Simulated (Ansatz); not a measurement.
C6H13BO2, charge +1, doublet, geometry from GFN2-xTB (a state made from the parent by changing its charge; the spin is typed, not shown lowest); PBE/STO-3G (Ansatz, an electronic-structure program).

Input for Ansatz:
Ansatz 0.2 input:
```yaml
crystal:
  periodic: [false, false, false]
  atoms:
    - {symbol: C, position_ang: [-1.72969277, -0.04080963, 0.91568295]}
    - {symbol: C, position_ang: [-0.77626925, -0.14906699, -0.29952640]}
    - {symbol: C, position_ang: [-1.17041749, -1.30441677, -1.18094652]}
    - {symbol: O, position_ang: [-0.74828285, 1.05022552, -0.97668833]}
    - {symbol: B, position_ang: [0.21566696, 1.87872518, -0.47685827]}
    - {symbol: O, position_ang: [1.00655457, 1.19963970, 0.40562724]}
    - {symbol: C, position_ang: [0.74172185, -0.15188344, 0.37591368]}
    - {symbol: C, position_ang: [0.92774225, -0.80958379, 1.71752242]}
    - {symbol: C, position_ang: [1.62917612, -0.83481442, -0.69343194]}
    - {symbol: H, position_ang: [-2.71646651, 0.18308109, 0.50925777]}
    - {symbol: H, position_ang: [-1.43809812, 0.77572084, 1.57122338]}
    - {symbol: H, position_ang: [-1.76675386, -0.97679102, 1.46323278]}
    - {symbol: H, position_ang: [-2.21689995, -1.19119111, -1.47039829]}
    - {symbol: H, position_ang: [-0.60259359, -1.32287425, -2.10774338]}
    - {symbol: H, position_ang: [-1.07303042, -2.25008196, -0.65470317]}
    - {symbol: H, position_ang: [0.34354091, 2.99266504, -0.75959864]}
    - {symbol: H, position_ang: [0.41999245, -0.26780681, 2.51149026]}
    - {symbol: H, position_ang: [1.98840654, -0.79926831, 1.97561696]}
    - {symbol: H, position_ang: [0.60280030, -1.84620237, 1.69442261]}
    - {symbol: H, position_ang: [1.48322898, -0.38257540, -1.67101161]}
    - {symbol: H, position_ang: [2.66149540, -0.66194728, -0.38771189]}
    - {symbol: H, position_ang: [1.43630502, -1.90182591, -0.73258185]}
basis:
  gaussian:
    orbitals: STO-3G
hamiltonian:
  xc: pbe
total_charge: 1
magnetization: {spin_polarized: true, initial_magnetization: 1}
```

The log (banner, timings and long lists left out):

```
Functional definition: PBE
837 factors; integrals over basis functions are off by at most 3.3e-5 eV
mean field evaluation 1: about -11044.1298 eV, gradient 1.3e1 eV
mean field evaluation 2: about -11043.0744 eV, gradient 2.0e1 eV
mean field evaluation 4: about -11045.1454 eV, gradient 1.5e0 eV
mean field evaluation 8: about -11044.9080 eV, gradient 1.0e-1 eV
mean field evaluation 16: about -11044.9081 eV, gradient 5.1e-5 eV
mean field -11044.90805544 eV, -405.8928845300 hartree, gradient 5.1e-5 eV, S^2 0.753978; 0 other end points of the search recorded, 0 dependent functions left out
reference -11044.90808771 eV, -405.8928857157 hartree; 35, 34 occupied and 23, 24 virtual orbitals, 837 factors
Total energy: -11044.90808771 eV, -405.8928857157 hartree
```
